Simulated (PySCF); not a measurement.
# Lu⁵⁵⁺: ionisation energy

Lu⁵⁵⁺ [Ne] 3s2 3p4 [3p1/2^2 3p3/2^2, M_J = 2] → Lu⁵⁶⁺ [Ne] 3s2 3p3 [3p1/2^2 3p3/2^1, M_J = 3/2], as a difference of total energies. All numbers are calculated (PySCF 2.14, the two-component X2C-1e Hamiltonian, in an even-tempered Gaussian basis (18 s from 16 bohr⁻², ratio 2.4; 14 p from 21 bohr⁻², ratio 2.4; 4 d from 73 bohr⁻², ratio 2.6; 4 f from 110 bohr⁻², ratio 2.6)). Correlated levels: 1s2 frozen; the 54 highest virtual spinors dropped. "Screened" scales the spin-orbit matrix elements by Boettger's factors to mimic the two-electron term; Breit and QED terms are absent.

```
                    method  ionisation energy (eV)
           GHF (spin-free)                  5480.7
          GMP2 (spin-free)                  5482.0
 GHF (screened spin-orbit)                  5411.5
GMP2 (screened spin-orbit)                  5411.9
```

Breit and QED terms and the two-electron picture change are absent.

The spin-free rows relax to the high-spin LS determinant and lack the spin-orbit shift.

The labels give the starting determinants; with spin-orbit coupling the two ends relaxed to ⟨J²⟩ = 6.00, ⟨L²⟩ = 3.28, ⟨S²⟩ = 1.41 and ⟨J²⟩ = 3.75, ⟨L²⟩ = 2.57, ⟨S²⟩ = 1.50.

For comparison: 5408 ± 5 eV (theoretical estimate listed by NIST; NIST Atomic Spectra Database, ionization energies).
